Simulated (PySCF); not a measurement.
A calculated (UHF, PySCF 2.14, aug-cc-pV(T+d)Z, the non-relativistic Hamiltonian (point nucleus)) atom or ion has these occupied shells.

```csv
shell,electrons,orbital energy (eV),"rms radius, mean of both spins (bohr)"
1s α,1,-1586.6,0.139
1s β,1,-1586.5,0.139
2s α,1,-128.33,0.678
2s β,1,-128.25,0.678
2p α,3,-82.377,0.675
2p β,3,-82.160,0.675
3s α,1,-6.847,2.99
3s β,1,-4.494,2.99
3p α,2,-0.605,5.10
```

Problem. Name the element and its charge.

Solution. Al⁻ (aluminium, charge -1), in [Ne] 3s2 3p2, high-spin 3P determinant.
